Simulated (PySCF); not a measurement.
# Reading the logs of faulty runs: BGeH4N

All numbers below are calculated, not measured. The program is PySCF 2.14.0, an open-source quantum chemistry code, run on an isolated molecule that a program drew, which may never have been made. The molecule is BGeH4N (charge 0, singlet), drawn as the SMILES string `N=[B][GeH3]`.

Each row is a Hartree-Fock (HF) and frozen-core CCSD(T) single point in the cc-pVDZ basis, meant for a local HF minimum. Run 1 is clean. Each other run has one planted mistake out of seven kinds, and not every kind appears here: one electron removed, one electron added, multiplicity raised by two, geometry at a saddle point, minimal basis STO-3G, one bond length entered in bohr, all coordinates scaled. The reference is restricted for singlets and unrestricted otherwise, and also for a bond in bohr. Adding or removing an electron swaps singlet and doublet. Electrons count all cores. HOMO and LUMO are orbital energies over both spins, the gradient is its largest component, and the lowest frequency (negative if imaginary) is given only where the gradient is small. Bond lengths are over the 6 bonds as drawn. T1 is the CCSD diagnostic: over 0.02 (restricted) or 0.045 (unrestricted) a single reference is doubtful. Germanium has the cc-pVDZ-PP basis, with a core potential (ECP10MDF) in place of its 10 inner electrons, and its 3s, 3p and 3d shells are frozen in CCSD(T).

Geometry of the clean run:
```xyz
7
BGeH4N, angstrom
N    -2.7566    2.0811    2.6783
B    -1.6894    1.4737    2.6938
Ge    0.0945    0.4604    2.7188
H    -3.6129    2.5691    2.6651
H    -0.1647   -1.0305    2.9359
H     0.8161    0.6597    1.3860
H     0.9708    0.9919    3.8531
```

| run | electrons | basis functions | <S^2> | HOMO (eV) | LUMO (eV) | gradient (hartree/bohr) | lowest frequency (cm^-1) | mean bond (Å) | longest bond (Å) | T1 | HF (hartree) | CCSD(T) (hartree) | mistake |
|---|---|---|---|---|---|---|---|---|---|---|---|---|---|
| 1 | 48 | 71 | 0.000 | -11.44 | 3.53 | 2.0e-05 | 261 | 1.4753 | 2.052 | 0.0160 | -374.84465 | -375.23619 | no fault |
| 2 | 48 | 71 | 0.000 | -11.63 | 3.69 | 3.6e-02 | - | 1.4413 | 2.005 | 0.0151 | -374.84060 | -375.22821 | all coordinates scaled |
| 3 | 47 | 71 | 0.759 | -17.58 | -7.62 | 1.1e-01 | - | 1.4753 | 2.052 | 0.0231 | -374.50691 | -374.84159 | one electron removed |
| 4 | 49 | 71 | 0.760 | 2.50 | 8.90 | 8.4e-02 | - | 1.4753 | 2.052 | 0.0170 | -374.73286 | -375.13592 | ? |
| 5 | 48 | 71 | 0.864 | -9.27 | 0.77 | 6.1e-03 | - | 1.7019 | 2.889 | 0.0449 | -374.74319 | -375.12102 | ? |

**Which mistake was planted in run 4, and what did it cost?**

It counts 49 electrons, one more than the clean run, at the same geometry and basis. So the mistake is: one electron added. Subtracting run 1 and multiplying by 627.51 kcal/mol a hartree, the energy moved by 70.1 kcal/mol in HF and 62.9 kcal/mol in CCSD(T).

**Which mistake was planted in run 5, and what did it cost?**

The mean bond changes by a factor of 1.154 and the longest by 1.408, so the molecule wasn't scaled as a whole. A length L in bohr read as angstrom grows by (1/0.5292 - 1) L = 0.890 L. The 6 bonds together grew by 6 x 0.2266 = 1.360 Å, which gives L = 1.528 Å. That is the length of one of the Ge-H bonds, 1.529 Å in the clean geometry. So the mistake is: one bond length entered in bohr. Subtracting run 1 and multiplying by 627.51 kcal/mol a hartree, the energy moved by 63.7 kcal/mol in HF and 72.3 kcal/mol in CCSD(T).

Cautions from the logs. Run 4: the HOMO is above zero, so the electron isn't bound and the energy depends on the basis.
